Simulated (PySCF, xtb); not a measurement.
C4H5BF2, SMILES C=C1B([C@H](F)C1)F.

xtb with GFN2-xTB at its own geometry gives an orbital gap of 3.19 eV and a dipole moment of 3.17 D.

Geometry optimised at PBE0-D3(BJ)/def2-SVP. The structure was generated by enumeration; whether it is a known compound was not checked.

Problem. What does PBE/def2-TZVP run with PySCF give? (Estimate from the structure and the level; the computed values follow.)

Solution. gap 3.62 eV (levels -6.60 and -2.98 eV), dipole 2.42 D.
